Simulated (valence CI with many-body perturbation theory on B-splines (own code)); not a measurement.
## Ladder of approximations for Ru³¹⁺

Calculated by relativistic CI+MBPT: three valence electrons over a frozen Dirac-Fock core [Ne], a basis of 11 s, 11 p, 9 d, 7 f, 5 g, 2 h, 1 i functions for each j, with the one-electron correlation potential Σ1 (screened to all orders), the two-electron term Σ2, the three-electron term Σ3, Breit, model QED; selected single and double excitations, second order for the rest (own B-spline code, finite nucleus).

The last digits are not significant, and no measured levels were compared; by estimate large intervals hold to a few tenths of a per cent, small ones and those within an open d or f shell to about a per cent.

Each rung adds one term. CI alone is the Dirac-Coulomb CI over the frozen core; QED comes last and gives the full result, which names the levels. Energies are above (3s^2 3p1/2) J=1/2 on the same rung, in eV.

Levels are named by their leading jj configuration (3d3/2^4 stands for four electrons in 3d with j = 3/2), which in mixed levels can hold well under half, so a name can repeat and another be missing. Letters in brackets count levels of one name in rising energy.

```tsv
Level	CI alone	Σ1	Σ2	Σ3	Breit	QED	Full
(3s^2 3p3/2) J=3/2	31.95	+0.050	+0.027	+0.001	-0.540	+0.059	31.55
(3s 3p1/2^2) J=1/2	72.67	-0.184	+0.105	+0.016	+0.511	-0.652	72.47
(3s 3p1/2 3p3/2) J=3/2 [a]	93.78	-0.142	+0.209	+0.022	+0.050	-0.596	93.32
(3s 3p1/2 3p3/2) J=5/2	101.63	-0.136	+0.145	+0.019	-0.118	-0.580	100.96
(3s 3p1/2 3p3/2) J=3/2 [b]	113.85	-0.134	0.000	+0.015	-0.124	-0.527	113.08
(3s 3p1/2 3p3/2) J=1/2	123.20	-0.145	-0.447	-0.003	+0.114	-0.617	122.10
(3s 3p3/2^2) J=5/2	130.48	-0.089	+0.161	+0.020	-0.614	-0.458	129.50
(3s^2 3d3/2) J=3/2	150.00	-0.118	-0.487	-0.019	-0.622	-0.223	148.53
(3s 3p3/2^2) J=1/2	155.18	-0.091	-0.255	-0.008	-0.412	-0.547	153.86
(3s^2 3d5/2) J=5/2	161.01	-0.081	-0.505	-0.039	-1.019	-0.093	159.27
(3s 3p3/2^2) J=3/2	161.30	-0.099	-0.549	-0.019	-0.583	-0.423	159.63
(3p1/2^2 3p3/2) J=3/2	191.84	-0.321	-0.163	+0.033	+0.421	-1.151	190.66
(3s 3p1/2 3d3/2) J=3/2 [a]	204.48	-0.309	+0.023	+0.004	-0.210	-0.700	203.29
(3s 3p1/2 3d3/2) J=5/2	207.48	-0.299	+0.069	+0.022	-0.323	-0.754	206.20
(3s 3p1/2 3d5/2) J=5/2 [a]	214.47	-0.269	+0.033	+0.019	-0.453	-0.799	213.00
(3p1/2 3p3/2^2) J=3/2	215.18	-0.279	-0.169	+0.030	-0.085	-1.066	213.61
(3s 3p1/2 3d5/2) J=7/2	220.58	-0.260	-0.034	-0.001	-0.743	-0.635	218.91
(3s 3p1/2 3d3/2) J=3/2 [b]	222.17	-0.292	-0.317	-0.016	-0.371	-0.658	220.52
(3s 3p1/2 3d3/2) J=1/2	222.35	-0.304	-0.357	-0.012	-0.275	-0.658	220.74
```

The middle columns are the shifts that each term adds.

Task: How does the ionisation energy move along the ladder, and which term matters most?

Result: CI alone 1812.2, + Σ1 1813.2, + Σ2 1813.0, + Σ3 1812.9, + Breit 1811.5, + QED 1811.6 eV. The largest step is Breit, -1.4 eV. NIST lists 1794 ± 8 eV (semi-empirical).
